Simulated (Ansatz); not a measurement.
Species: tribromo(methyl)germane, CH3Br3Ge, charge 0, multiplicity 1. 
Geometry from a B3LYP-D3(BJ)/def2-TZVP (Ansatz, a quantum-chemistry and plane-wave program) optimisation:
```
Ge
C 1 1.9456
H 2 1.0883 1 108.63
H 2 1.0883 3 110.30 1 -118.96
H 2 1.0883 3 110.30 4 -122.09
Br 1 2.3163 2 110.65 3 -60.00
Br 1 2.3163 2 110.65 3 60.00
Br 1 2.3163 2 110.65 3 180.00
```

Total electronic energies in hartree. Cores are frozen in the correlated levels unless marked. No spin-orbit coupling. Frozen are the shells of the preceding noble gas and the d and f shells that filled before the atom's block. Non-relativistic. CBS marks a two-point X^-3 extrapolation of the correlation energy; Hartree-Fock from the larger set.

```json
[
 {"level": "HF/aug-cc-pVDZ", "program": "Ansatz", "energy (Eh)": "-9832.27493"},
 {"level": "RI-HF/aug-cc-pVTZ", "program": "Ansatz", "energy (Eh)": "-9832.58511"},
 {"level": "BLYP-D4/def2-TZVPD", "program": "Ansatz + dftd4", "energy (Eh)": "-9839.67707"},
 {"level": "BLYP/def2-TZVPD", "program": "Ansatz", "energy (Eh)": "-9839.65351"},
 {"level": "PBE0/STO-3G", "program": "Ansatz", "energy (Eh)": "-9729.76092"},
 {"level": "PBE0/6-31G*", "program": "Ansatz", "energy (Eh)": "-9837.14899"},
 {"level": "r2SCANh-D4/def2-TZVPD", "program": "Ansatz + dftd4", "energy (Eh)": "-9839.47056"},
 {"level": "r2SCANh/def2-TZVPD", "program": "Ansatz", "energy (Eh)": "-9839.46766"},
 {"level": "B2GP-PLYP-D3(BJ)/def2-TZVPD", "program": "Ansatz + dftd3", "energy (Eh)": "(withheld)"},
 {"level": "PBE-QIDH/def2-TZVPD", "program": "Ansatz", "energy (Eh)": "-9836.92073"},
 {"level": "MP2/cc-pVTZ", "program": "Ansatz", "energy (Eh)": "-9833.34733"},
 {"level": "RI-MP2/cc-pVQZ", "program": "Ansatz", "energy (Eh)": "-9833.43652"},
 {"level": "SCS-MP2/STO-3G", "program": "Ansatz", "energy (Eh)": "-9725.20293"},
 {"level": "SCS-MP2/6-31G", "program": "Ansatz", "energy (Eh)": "-9831.16437"},
 {"level": "CCSD(T)/CBS(aug-cc-pVTZ,aug-cc-pVQZ)", "program": "Ansatz", "energy (Eh)": "-9833.5827"}
]
```

Task: Complete the blanks.

Result: 
- B2GP-PLYP-D3(BJ)/def2-TZVPD, energy (Eh): -9837.26806
